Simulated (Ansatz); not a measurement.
Consider the atomization: `[CH2][Si](Cl)(Cl)Cl`• → C• + 3 Cl• + 2 H• + Si•.

Gas-phase electronic energies from Ansatz, PBE0-D4/def2-TZVP geometries. CCSD(T)/CBS is the MP2 limit (def2-TZVPP, def2-QZVPP) plus CCSD(T) − MP2 in def2-TZVPP, frozen cores. This one scheme is used for every species, atoms too. Functionals use def2-TZVPP. Open shells (•) are unrestricted, without spin–orbit coupling. Spin–orbit coupling would lower the free atoms: a little for C, Cl, Si.

```
         level  ΔE (eV)
     revPBE-D4    24.67
       ωB97X-V    24.90
        B2PLYP    24.26
MP2/def2-TZVPP    24.75
```

Q: What does CCSD(T)/CBS give? (An estimate is asked.)

A: The calculation gave: +24.76 eV. The listed levels differ from it by -0.09, 0.14, -0.50, -0.01 eV.

Largest T1 diagnostic among the species: 0.012.

The D4 term adds +0.45 eV with B3LYP and +0.23 eV with PBE0; it sums over pairs of atoms, weighted by their polarisabilities, and B3LYP, whose exchange is more repulsive, gets the larger term. In def2-TZVPP, CCSD(T) changes the Hartree–Fock value by +5.13 eV (the triples alone add +0.44 eV) and MP2 by +5.96 eV; breaking electron pairs costs correlation energy, which Hartree–Fock lacks.

B3LYP here is the variant with VWN-RPA as its local correlation; programs differ in this.

For atomizations the MP2-based limit and the directly extrapolated one differ by several kJ/mol either way, and by 10 to 25 for some Ge, Se and Sn compounds, so smaller differences from it don't rank the levels.
